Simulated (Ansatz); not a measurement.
Cost and result up the ladder for Ge3O8H4 (the lowest singlet isomer of a short search) (15 atoms). Total charge 0; singlet. Geometry: PBE-D4/def2-SVP.

```xyz
15

Ge   -0.570    0.950   -2.136
Ge    0.237   -0.392    0.491
Ge   -2.019    1.567   -0.134
O    -0.148   -2.102    0.912
O    -1.125    0.609    1.101
O    -2.232    0.433   -1.561
O     1.866   -2.687    1.987
O     1.210   -2.766    0.766
O     0.598   -0.101   -1.253
O    -0.735    2.455   -1.100
O     1.774   -0.042    1.357
H    -3.207    2.316    0.479
H     2.216   -1.751    1.951
H     2.366    0.465    0.766
H    -0.230    1.047   -3.627
```

Ansatz on 4 threads of Intel Xeon on a shared host. Times are rough, and most runs start from the orbitals of an earlier one. No level here is sound enough to serve as a yardstick. Binding counts from free atoms at the same level (Ge triplet, O triplet, H doublet; other spins of the atoms weren't run), without zero-point energy or a counterpoise term.

The 6-31G sets use Cartesian d functions. B3LYP takes the VWN-RPA correlation. Correlated methods freeze 35 core orbitals; core or outer-core shells of Ge are correlated, in sets that lack core-valence functions. The rows differ in basis, and correlated rows in double-zeta sets carry the largest basis error. The structure holds 2 bonds between oxygen atoms, so isomers without such links may lie far lower. The structure comes from a short search, and lower isomers may exist.

Run but left out: HF/6-31G (restricted singlet, unstable in another Hartree–Fock run and untested here).

Correlated methods converge slowly with the basis, most of all in double-zeta sets.

```tsv
level	functions	wall time	binding energy per atom (eV)	remarks
PBE-D4/def2-SVP	228	11 s	3.89	–
B3LYP-D4/6-31G	167	17 s	3.34	restricted SCF unstable in HF
PBE0-D4/def2-SVP	228	23 s	3.63	restricted SCF unstable in HF
PBE-D4/def2-TZVP	416	27 s	3.88	restricted SCF unstable in HF
MP2/def2-SVP	228	33 s	3.54	restricted SCF unstable
r2SCAN-D4/def2-TZVP	416	39 s	3.75	restricted SCF unstable in HF
r2SCAN0-D4/def2-TZVP	416	73 s	3.55	restricted SCF unstable in HF
B3LYP-D4/def2-TZVP (with forces)	416	85 s	3.65	restricted SCF unstable in HF
PBE0-D4/def2-TZVP	416	89 s	3.65	restricted SCF unstable in HF
```
